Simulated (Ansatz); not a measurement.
Reaction (formal exchange of groups at a C–C bond): `FCC(F)(F)C(F)(F)C(F)F` + `FCF` → `FC(F)C(F)(F)C(F)F` + `FCC(F)F`

Gas-phase electronic energies from Ansatz, PBE0-D4/def2-TZVP geometries. CCSD(T)/CBS is the MP2 limit (def2-TZVPP, def2-QZVPP) plus CCSD(T) − MP2 in def2-TZVPP, frozen cores. This one scheme is used for every species. DFT in def2-TZVPP. Each species was taken in one conformer, which may not be the lowest.

```
         level  ΔE (kJ/mol)
           PBE        -15.6
MP2/def2-QZVPP        -10.9
```

Question: What does CCSD(T)/CBS give? (An estimate is asked.)

Answer: Computed: -11.1 kJ/mol. The listed levels differ from it by -4.5, 0.2 kJ/mol.

Largest T1 diagnostic among the species: 0.012.

In def2-TZVPP, CCSD(T) changes the Hartree–Fock value by +10.7 kJ/mol (the triples alone add +1.9 kJ/mol) and MP2 by +10.8 kJ/mol. Leaving LDA and LC-ωPBE aside and taking each functional with its dispersion term where it has one, the values, not all of them listed here, spread over 4.6 kJ/mol, from B2PLYP to B97M-V. LDA lies +6.6 kJ/mol from PBE without D4. The D4 term adds +5.4 kJ/mol with B3LYP and +3.3 kJ/mol with PBE0; it sums over pairs of atoms, weighted by their polarisabilities, and B3LYP, whose exchange is more repulsive, gets the larger term.

B3LYP here is the variant with VWN-RPA as its local correlation; programs differ in this.
